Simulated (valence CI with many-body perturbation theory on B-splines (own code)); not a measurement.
# Level structure of Tb51+

Level of theory: valence CI with perturbative core correlation (CI+MBPT): four valence electrons over a frozen Dirac-Fock core [Ne], a basis of 11 s, 11 p, 10 d, 8 f, 5 g, 2 h functions for each j, with the one-electron correlation potential Σ1, the two-electron term Σ2, the three-electron term Σ3, Breit, model QED; selected CI, second order for the rest, scaled by the run's own slope (own B-spline code, finite nucleus).

No measured spectrum was set against this ion. As an estimate, large intervals hold to a few tenths of a per cent, small ones and those within an open d or f shell to about a per cent. Among the levels kept, up to 590 cm⁻¹ of a level comes from second order outside the variational space, and about a tenth of that is noise between levels of different J, which matters for small intervals.

Levels 1 to 45 of 178, with energies above the lowest level, (3s^2 3p1/2^2) J=0. "Leading %" is the weight of the configuration and term that name the level; weights of strongly mixed levels are sums over their largest components and can fall short. In the jj column 3d3/2^4 stands for four electrons in 3d with j = 3/2. Lifetimes count E1, E2, E3, M1 and M2 decay at the calculated energies, and are blank where another channel may lead or the interval is too uncertain; long ones can be off by a factor of two.

```
No.  Configuration  Term  J  E (× 10³ cm⁻¹)  Leading %      g  Lifetime                   Leading jj
  1         3s²3p²    ³P  0            0.00         70                           3s^2 3p1/2^2 (99 %)
  2         3s²3p²    ³P  1          1487.9         99  1.492   24.4 ns      3s^2 3p1/2 3p3/2 (99 %)
  3         3s²3p²    ¹D  2          1553.0         63  1.171   2.56 μs      3s^2 3p1/2 3p3/2 (99 %)
  4          3s3p³   ³P°  2          2591.5         44  1.551   57.4 ps      3s 3p1/2^2 3p3/2 (95 %)
  5          3s3p³   ³D°  1          2788.7         32  1.027   3.09 ps      3s 3p1/2^2 3p3/2 (83 %)
  6        3s²3p3d   ³F°  2          2995.0         74  0.756    165 ps      3s^2 3p1/2 3d3/2 (99 %)
  7         3s²3p²    ³P  2          3088.7         62  1.309   11.7 ns          3s^2 3p3/2^2 (98 %)
  8         3s²3p²    ¹S  0          3229.3         69          9.64 ns          3s^2 3p3/2^2 (98 %)
  9        3s²3p3d   ³D°  1          3281.3         46  0.878    565 fs      3s^2 3p1/2 3d3/2 (84 %)
 10        3s²3p3d   ³P°  2          3471.5         43  1.305   6.00 ps      3s^2 3p1/2 3d5/2 (93 %)
 11        3s²3p3d   ³F°  3          3479.1         53  1.115   9.63 ps      3s^2 3p1/2 3d5/2 (96 %)
 12          3s3p³   ³D°  2          4046.7         50  1.502   3.83 ps      3s 3p1/2 3p3/2^2 (92 %)
 13        3s3p²3d    ⁵F  1          4124.6         43  0.417   26.9 ps      3s 3p1/2^2 3d3/2 (97 %)
 14          3s3p³   ³D°  3          4160.5         92  1.308   6.46 ps      3s 3p1/2 3p3/2^2 (92 %)
 15        3s3p²3d    ³D  2          4171.9         29  1.149   27.6 ps      3s 3p1/2^2 3d3/2 (95 %)
 16          3s3p³   ³P°  0          4243.0         88          3.84 ps      3s 3p1/2 3p3/2^2 (88 %)
 17          3s3p³   ³P°  1          4336.7         38  1.269   2.22 ps      3s 3p1/2 3p3/2^2 (84 %)
 18          3s3p³   ¹D°  2          4347.5         56  1.085   1.69 ps      3s 3p1/2 3p3/2^2 (73 %)
 19          3s3p³   ³S°  1          4420.0         34  1.358    791 fs      3s 3p1/2 3p3/2^2 (95 %)
 20        3s3p²3d    ³D  3          4572.4         31  1.358   7.42 ps      3s 3p1/2^2 3d5/2 (96 %)
 21        3s3p²3d    ³F  2          4667.7         29  1.021   6.66 ps      3s 3p1/2^2 3d5/2 (92 %)
 22        3s²3p3d   ³F°  3          4740.8         41  1.102   1.06 ps      3s^2 3p3/2 3d3/2 (91 %)
 23        3s²3p3d   ³D°  2          4753.6         42  1.061    549 fs      3s^2 3p3/2 3d3/2 (74 %)
 24        3s²3p3d   ³P°  1          4760.8         48  1.127    686 fs      3s^2 3p3/2 3d3/2 (85 %)
 25        3s²3p3d   ³P°  0          4770.4         87           795 fs      3s^2 3p3/2 3d3/2 (87 %)
 26        3s²3p3d   ³F°  4          4927.8         99  1.241   24.6 ns      3s^2 3p3/2 3d5/2 (99 %)
 27        3s²3p3d   ³P°  2          4980.6         43  1.252   12.2 ps      3s^2 3p3/2 3d5/2 (93 %)
 28        3s²3p3d   ³D°  3          5163.9         55  1.185   2.43 ps      3s^2 3p3/2 3d5/2 (92 %)
 29        3s²3p3d   ¹P°  1          5225.7         63  1.080   3.54 ps      3s^2 3p3/2 3d5/2 (95 %)
 30            3p⁴    ³P  2          5412.2         28  1.190   4.15 ps  3s 3p1/2 3p3/2 3d3/2 (53 %)
 31        3s3p²3d    ⁵D  0          5471.5         70          20.2 ps  3s 3p1/2 3p3/2 3d3/2 (89 %)
 32        3s3p²3d    ⁵D  1          5492.4         53  1.162   31.6 ps  3s 3p1/2 3p3/2 3d3/2 (98 %)
 33        3s3p²3d    ⁵F  3          5526.7         46  1.147   29.0 ps  3s 3p1/2 3p3/2 3d3/2 (95 %)
 34        3s3p²3d    ⁵F  2          5537.6         28  1.170   2.36 ps  3s 3p1/2 3p3/2 3d3/2 (58 %)
 35            3p⁴    ¹S  0          5598.2         41          1.80 ps       3p1/2^2 3p3/2^2 (66 %)
 36        3s3p²3d    ³F  4          5636.9         29  1.184   69.0 ps  3s 3p1/2 3p3/2 3d3/2 (90 %)
 37        3s3p²3d    ³F  2          5734.9         63  0.903   1.94 ps  3s 3p1/2 3p3/2 3d3/2 (83 %)
 38        3s3p²3d    ³D  3          5771.1         29  1.339   1.14 ps  3s 3p1/2 3p3/2 3d3/2 (83 %)
 39        3s3p²3d    ⁵P  1          5808.1         34  1.781    973 fs  3s 3p1/2 3p3/2 3d3/2 (95 %)
 40        3s3p²3d    ⁵P  2          5810.8         27  1.431    807 fs  3s 3p1/2 3p3/2 3d3/2 (84 %)
 41        3s3p²3d    ⁵D  4          5826.4         48  1.389    293 ps  3s 3p1/2 3p3/2 3d5/2 (98 %)
 42          3s3p³   ³P°  2          5844.6         49  1.411   1.14 ps            3s 3p3/2^3 (94 %)
 43        3s3p²3d    ³G  3          5846.8         50  0.915   1.20 ps  3s 3p1/2 3p3/2 3d3/2 (97 %)
 44        3s3p²3d    ³D  1          5859.0         38  0.836    902 fs  3s 3p1/2 3p3/2 3d3/2 (89 %)
 45        3s3p²3d    ³P  2          5972.8         35  1.339   3.84 ps  3s 3p1/2 3p3/2 3d5/2 (92 %)
```

The ionisation energy to 3s²3p ²P°1/2 of the next ion comes out as 4761.5 eV (NIST: 4760 ± 4 eV (theoretical)). All 178 levels together are meant to be complete up to 9157.1 × 10³ cm⁻¹.
